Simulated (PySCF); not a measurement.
3-(trifluoromethyl)phenol, C₇H₅F₃O.
Structure used (PBE0-D3(BJ)/def2-SVP), in Å, numbered top down from 1:
```xyz
16
C7H5F3O angstrom
O     -2.4733   -1.5779    0.2515
C     -1.5013   -0.6545    0.1260
C     -1.8838    0.6859    0.0091
C     -0.9142    1.6745   -0.1170
C      0.4413    1.3503   -0.1291
C      0.8158    0.0118   -0.0139
C      2.2728   -0.3572   -0.0730
F      3.0259    0.4989    0.6228
F      2.5015   -1.5820    0.4136
F      2.7297   -0.3436   -1.3300
C     -0.1444   -0.9894    0.1139
H     -2.0787   -2.4538    0.3249
H     -2.9479    0.9288    0.0233
H     -1.2233    2.7184   -0.2040
H      1.2015    2.1275   -0.2212
H      0.1681   -2.0323    0.2105
```

Computed with PySCF at PBE0/pcSseg-1, non-relativistic, on one gas-phase PBE0-D3(BJ)/def2-SVP geometry that isn't relaxed in the solvent. The solvent is an IEF-PCM continuum (van der Waals radii × 1.2). Specific hydrogen bonds and non-electrostatic terms are outside this model.

Gas phase at PBE0/pcSseg-1: HOMO -7.04 eV, LUMO -0.99 eV, dipole 1.85 D.

Q: What does the continuum do to the energy, the frontier levels and the dipole at PBE0/pcSseg-1 in chloroform and tetrahydrofuran?

A: 
| solvent | ε | E(solvent) − E(gas) (kcal/mol) | polarisation term (kcal/mol) | distortion of the solute (kcal/mol) | HOMO (eV) | LUMO (eV) | dipole (D) |
| --- | --- | --- | --- | --- | --- | --- | --- |
| chloroform | 4.711 | -4.96 | -5.37 | 0.41 | -6.91 | -0.89 | 2.12 |
| tetrahydrofuran | 7.426 | -5.73 | -6.28 | 0.55 | -6.90 | -0.88 | 2.15 |

The polarisation term is half the interaction of the solute with the surface charges that it induces; the rest is the cost of distorting the solute's density. The sum is the electrostatic part of solvation alone. From chloroform to tetrahydrofuran the lowering changes by a factor 1.16, Onsager's factor (ε − 1)/(2ε + 1) by 1.14 and ε itself by 1.6.

Q: Which radius a makes the point-dipole formula ΔE = −[(ε − 1)/(2ε + 1)]·μ²/a³ give the value in tetrahydrofuran, with the gas-phase dipole?

A: μ = 0.726 au and |ΔE| = 0.00914 Eh give a = 1.51 Å; the farthest nucleus lies 3.23 Å from the centroid of the nuclei, so such a sphere wouldn't even hold the nuclei. The formula assumes a rigid point dipole at the centre of a sphere.

Q: Which IAO charges (PBE0/pcSseg-1) respond most in chloroform (means over atoms taken as equivalent)?

A: 
```json
{"atoms": "H12", "environment": "phenol-type hydroxyl hydrogen", "gas (e)": "+0.368", "solvent (e)": "+0.386", "change": "+0.018"}
{"atoms": "O1", "environment": "phenol-type oxygen", "gas (e)": "-0.464", "solvent (e)": "-0.476", "change": "-0.012"}
{"atoms": "H16", "environment": "aromatic hydrogen", "gas (e)": "+0.156", "solvent (e)": "+0.168", "change": "+0.012"}
{"atoms": "H14", "environment": "aromatic hydrogen", "gas (e)": "+0.160", "solvent (e)": "+0.169", "change": "+0.009"}
{"atoms": "C6", "environment": "substituted aromatic carbon", "gas (e)": "-0.052", "solvent (e)": "-0.060", "change": "-0.008"}
{"atoms": "C5", "environment": "aromatic CH carbon", "gas (e)": "-0.166", "solvent (e)": "-0.172", "change": "-0.006"}
{"atoms": "C3", "environment": "aromatic CH carbon", "gas (e)": "-0.179", "solvent (e)": "-0.184", "change": "-0.005"}
{"atoms": "H13", "environment": "aromatic hydrogen", "gas (e)": "+0.166", "solvent (e)": "+0.172", "change": "+0.006"}
{"atoms": "H15", "environment": "aromatic hydrogen", "gas (e)": "+0.164", "solvent (e)": "+0.169", "change": "+0.005"}
{"atoms": "C4", "environment": "aromatic CH carbon", "gas (e)": "-0.132", "solvent (e)": "-0.137", "change": "-0.005"}
{"atoms": "F8/F9/F10", "environment": "fluorine of a CF3 group", "gas (e)": "-0.281", "solvent (e)": "-0.284", "change": "-0.003"}
{"atoms": "C2", "environment": "aromatic carbon bearing oxygen", "gas (e)": "+0.223", "solvent (e)": "+0.222", "change": "-0.001"}
```
